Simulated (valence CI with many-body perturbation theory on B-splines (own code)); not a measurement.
Cd¹⁷⁺: configurations and terms from energies and g

Calculated by configuration interaction combined with many-body perturbation theory (CI+MBPT): three valence electrons over a frozen Dirac-Fock core [Ar] 3d10, a basis of 11 s, 11 p, 9 d, 7 f, 5 g, 2 h, 1 i functions for each j, with the one-electron correlation potential Σ1 (screened to all orders), the two-electron term Σ2, the three-electron term Σ3, Breit, model QED; selected single and double excitations, second order for the rest (own B-spline code, finite nucleus).

No measured levels were compared; by estimate levels hold to about 250 cm⁻¹ or 0.2 % of their energy and the worst to 1 %, as in measured heavy ions of charge 2 to 7; those with d or f electrons hold less well.

```tsv
No.	J	Parity	E (cm⁻¹)	g
1	1/2	odd	0	0.664
2	3/2	odd	68848	1.333
3	1/2	even	295040	2.566
4	3/2	even	334590	1.714
5	5/2	even	358260	1.503
6	3/2	even	406180	0.855
7	5/2	even	432970	1.296
10	3/2	even	517290	1.294
11	3/2	even	637640	0.800
12	5/2	even	649340	1.200
15	5/2	odd	783180	1.198
16	1/2	odd	830340	0.664
19	5/2	odd	882730	1.045
20	7/2	odd	904860	1.250
```

Energies count from the lowest level. Strongly mixed levels and levels close to another of their J and parity are left out, so the numbers can have gaps.

Q: Give configuration and LS term of each level.

A: 1: 4s2.4p 2P°; 2: 4s2.4p 2P°; 3: 4s.4p2 4P; 4: 4s.4p2 4P; 5: 4s.4p2 4P; 6: 4s.4p2 2D; 7: 4s.4p2 2D; 10: 4s.4p2 2P; 11: 4s2.4d 2D; 12: 4s2.4d 2D; 15: 4p3 2D°; 16: 4p3 2P°; 19: 4s.4p.4d 4F°; 20: 4s.4p.4d 4F°.
